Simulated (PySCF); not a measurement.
## Correlation energy of Pr (praseodymium, neutral)

[Xe] 4f3 6s2, one real determinant. All numbers are calculated (PySCF 2.14, scalar relativity by spin-free X2C-1e, in x2c-TZVPPall (11s7p7d4f2g, 113 functions)). Frozen: [Kr] 4d10; 13 electrons correlated.

| level | correlation energy (mhartree) |
| --- | --- |
| CCSD | -342.55 |
| (T) | -17.81 |
| CCSD(T) | -360.36 |

Diagnostics: T1 = 0.026, D1 = 0.0883, largest double amplitude 0.114.

**Question.** Is a single reference adequate?

**Answer.** Mostly. T1 lies below 0.03, but a double amplitude of this size points to a near-degeneracy that CCSD handles and MP2 describes poorly.

The reference is one real determinant that mixes LS terms of this configuration.
